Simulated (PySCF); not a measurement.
GeH₇NOSi, SMILES [GeH3][O][SiH2]N.

Coordinates come from a PBE0-D3(BJ)/def2-SVP optimisation. This is a generated structure with no PubChem entry under its InChIKey; it may be hypothetical. One conformer was computed; it need not be the lowest.

Two levels are set side by side: PBE/def2-TZVP (PySCF) and PBE0/def2-TZVP (PySCF). Same geometry, gas phase. Differences are taken from unrounded values.

```tsv
quantity	PBE0
orbital gap (eV)	7.98
highest occupied level (eV)	-7.73
lowest empty level (eV)	0.26
dipole moment (D)	0.94
mean polarisability (bohr³)	66.0
```

Problem. What does PBE give, and how far is it from PBE0? (Estimate from the structure and the level; the computed values follow.)

Solution. 
```tsv
quantity	PBE	PBE minus PBE0
orbital gap (eV)	5.68	-2.31
highest occupied level (eV)	-6.29	1.43
lowest empty level (eV)	-0.61	-0.87
dipole moment (D)	0.97	0.02
mean polarisability (bohr³)	69.4	3.4
```

Without exact exchange PBE keeps part of each electron's self-repulsion, which lifts occupied levels and narrows the gap. Loosely held outer electrons make PBE densities more polarisable. Differences between two approximate levels are no errors against the true value.

Rough cost on one machine, each run with all the roots and properties that it gave: PBE0 against PBE within a factor of 2.
